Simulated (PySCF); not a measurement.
## Dipole response of Ti⁺ (titanium, charge +1)

[Ar] 3d2 4s1, high-spin 4F determinant. All numbers are calculated (PySCF 2.14, scalar relativity by spin-free X2C-1e, in aug-cc-pVTZ-DK (8s7p5d3f2g, 93 functions)). Coupled (time-dependent) response in atomic units; α is the mean over directions.

```json
{"method": "M06-L", "mean α (bohr³)": "48.89", "C₆ (like pair)": "319.0", "S(−4)": "1919"}
```

S(−4) is the Cauchy moment in α(ω) = α(0) + S(−4) ω² + …

α(iu) at M06-L:

```tsv
u (hartree)	α(iu) (bohr³)
0	48.89
0.0500	44.56
0.100	35.51
0.200	20.65
0.300	13.11
0.500	7.082
0.750	4.418
1.00	3.189
1.50	1.979
2.00	1.365
3.00	0.7614
5.00	0.3326
```

A single London oscillator, α(iu) = α/(1 + u²/ω²), gives C₆ = (3/4) ω α². Matching the computed C₆ needs ω = 4 × 319.0 / (3 × 48.89²) = 0.178 hartree.

For an ion, C₆ is the dispersion term alone; charge-induced terms of lower order in 1/R come first.
